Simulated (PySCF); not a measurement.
W(NH)(S)(Cl)(Me) (CH₄ClNSW), SMILES [NH]=[W]([CH3])([Cl])=[S], multiplicity 1.

Coordinates come from a PBE0-D3(BJ)/def2-SVP optimisation. The spin state was assumed, not searched. The structure was generated by enumeration; whether it is a known compound was not checked. The def2 effective core potentials stand for the cores of W; spin–orbit coupling is left out.

These are r2SCAN/def2-TZVP in PySCF values and carry that method's errors.

Isolated molecule, no solvent.

The total energy is -1020.89907 hartree and the highest occupied level comes out as -6.66 eV. The lowest empty level is -3.41 eV and the orbital gap comes out as 3.25 eV. The dipole moment is 2.17 D and the quadrupole, principal values (traceless, Buckingham form, about the centre of nuclear charge) is -7.59, -0.02, 7.61 D·Å. The mean static polarisability comes out as 92.9 bohr³ (13.76 Å³) and the polarisability, principal values is 83.1, 89.8, 105.7 bohr³.
